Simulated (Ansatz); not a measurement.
Relaxation of F4H2OTi (8 atoms, charge 0, multiplicity 1), to a largest force component of 0.03 eV/Å in at most 50 steps.

These are results of RKS PBE0-D4/def2-mTZVP in Ansatz, not measurements.

```xyz
8
Properties=species:S:1:pos:R:3
Ti -0.443 -0.114 -0.455
F -0.117 0.774 2.419
F 1.121 -0.698 0.063
F -0.401 1.603 -0.783
F -0.848 -0.934 -1.945
O -1.818 -0.550 0.741
H -2.582 -1.051 0.432
H -0.926 0.340 2.554
```

Question: Where does it end, and by what steps?

Answer: The run converged. After 7 steps the energy has fallen by 0.133 eV; F2 moved furthest, 0.38 Å. Joined: Ti1–F2 (3.03 → 2.47 Å).

```csv
step,energy less start (eV),largest force component (eV/Å),accepted
0,0.0000,1.127,yes
1,-0.0877,0.419,yes
2,-0.1090,0.355,yes
3,-0.1257,0.143,yes
4,-0.1165,0.544,no
5,-0.1318,0.097,yes
6,-0.1323,0.076,yes
7,-0.1327,0.012,yes
```

```xyz
8
Properties=species:S:1:pos:R:3
Ti -0.416 -0.068 -0.269
F -0.170 0.761 2.043
F 1.138 -0.791 0.105
F -0.356 1.651 -0.615
F -0.887 -0.802 -1.788
O -1.794 -0.590 0.813
H -2.546 -1.113 0.513
H -0.983 0.323 2.224
```

Time of the run: 33 s on 4 threads of Intel(R) Xeon(R) Platinum 8259CL CPU @ 2.50GHz (Skylake/Cascade Lake) (shared host), peak memory 0.41 GiB.
